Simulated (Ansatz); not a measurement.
Reaction (formal exchange of groups at the Al–S bond): `NC[S][AlH2]` + `C=C=C[SiH3]` → `C=C=[C]([AlH2])[SiH3]` + `NCS`

Isolated molecules relaxed with PBE0-D4/def2-TZVP in Ansatz; ΔE leaves out vibrations. CCSD(T)/CBS is the MP2 limit (def2-TZVPP, def2-QZVPP) plus CCSD(T) − MP2 in def2-TZVPP, frozen cores. One conformer a species, not always the lowest.

```json
{"species": "`NC[S][AlH2]`", "CCSD(T)/CBS(def2) energy (Eh)": "-736.16822"}
{"species": "`C=C=C[SiH3]`", "CCSD(T)/CBS(def2) energy (Eh)": "-406.77843"}
{"species": "`C=C=[C]([AlH2])[SiH3]`", "CCSD(T)/CBS(def2) energy (Eh)": "-649.39361"}
{"species": "`NCS`", "CCSD(T)/CBS(def2) energy (Eh)": "-493.52417"}
```

Q: Work out ΔE.

A: ΔE = (-649.39361) + (-493.52417) − (-736.16822) − (-406.77843) = 0.02887 Eh = +18.1 kcal/mol.

Largest T1 diagnostic among the species: 0.013.
